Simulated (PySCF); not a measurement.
**Cost of excited-state runs on `Fc1ccc(C(F)(F)F)o1`, C5H2F4O**

Structure with atom numbers: `[F:1][c:2]1[cH:3][cH:4][c:5]([C:6]([F:7])([F:8])[F:9])[o:10]1`; H(Xn) means a hydrogen on atom n.

PySCF with density fitting, on 1 thread of an Arm Neoverse V2, shared host. Command: `OMP_NUM_THREADS=1 python excited_run.py task.json out`

Task: How long does each of these runs take, and how much memory?
- first hyperpolarisability, CAM-B3LYP/aug-cc-pVDZ; writes grids
- excited states, CAM-B3LYP/def2-TZVP; Tamm-Dancoff; spin-orbit couplings; 6 states; 5 triplets; quadratic response for 4 states; writes grids
- excited states, CAM-B3LYP/aug-cc-pVDZ; two-photon moments; 8 states; quadratic response for 6 states; 0 triplets

Result: 
```csv
run,level,basis functions,wall time,peak memory (GiB)
first hyperpolarisability,CAM-B3LYP/aug-cc-pVDZ,248,53 s,1
excited states,CAM-B3LYP/def2-TZVP,322,80 s,1.3
excited states,CAM-B3LYP/aug-cc-pVDZ,248,65 s,1.1
```
Times from a shared host are rough.
